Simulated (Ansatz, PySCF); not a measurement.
CH4ClFOSi, SMILES OC[Si@@H](F)Cl. Atoms are numbered in the order given.

```xyz
9

O     -2.1611     0.9907     0.2725
C     -1.5956    -0.2000    -0.2313
Si     0.1645    -0.4183     0.3886
F      0.7073    -1.8863    -0.0355
Cl     1.4024     0.9868    -0.4487
H     -2.3271     0.8771     1.2141
H     -1.5782    -0.1193    -1.3305
H     -2.2014    -1.1004    -0.0031
H      0.2501    -0.2991     1.8669
```
Charge 0, spin multiplicity 1.

The structure is a stationary point at PBE0-D3(BJ)/def2-SVP. The structure was generated by enumeration; whether it is a known compound was not checked. One conformer was computed; it need not be the lowest.

Two levels are set side by side: PBE-D3(BJ)/def2-SVP (Ansatz, a quantum-chemistry and plane-wave program) and PBE0-D3(BJ)/def2-SVP (Ansatz). Each level has its own optimised geometry; the coordinates shown are those of the second. Frequencies come from the Hessian of PySCF at each geometry. Differences are taken from unrounded values.

```tsv
quantity	PBE0-D3(BJ)
mean bond length (Å)	1.453
bond O1–C2 (Å)	1.411
bond C2–Si3 (Å)	1.879
bond Si3–F4 (Å)	1.622
bond Si3–Cl5 (Å)	2.051
bond O1–H6 (Å)	0.963
bond C2–H7 (Å)	1.102
bond C2–H8 (Å)	1.109
bond Si3–H9 (Å)	1.486
highest harmonic wavenumber (cm⁻¹)	3883
mean harmonic wavenumber (cm⁻¹)	1170
zero-point energy (kcal/mol)	35.11
```

**Question.** What does PBE-D3(BJ) give, and how far is it from PBE0-D3(BJ)? (Estimate from the structure and the level; the computed values follow.)

**Answer.** 
```tsv
quantity	PBE-D3(BJ)	PBE-D3(BJ) minus PBE0-D3(BJ)
mean bond length (Å)	1.466	0.013
bond O1–C2 (Å)	1.426	0.015
bond C2–Si3 (Å)	1.892	0.014
bond Si3–F4 (Å)	1.638	0.016
bond Si3–Cl5 (Å)	2.067	0.016
bond O1–H6 (Å)	0.975	0.012
bond C2–H7 (Å)	1.111	0.008
bond C2–H8 (Å)	1.119	0.010
bond Si3–H9 (Å)	1.499	0.013
highest harmonic wavenumber (cm⁻¹)	3699	-184
mean harmonic wavenumber (cm⁻¹)	1126	-43
zero-point energy (kcal/mol)	33.81	-1.30
```

Exact exchange shortens and stiffens bonds; PBE has none. Differences between two approximate levels are no errors against the true value.
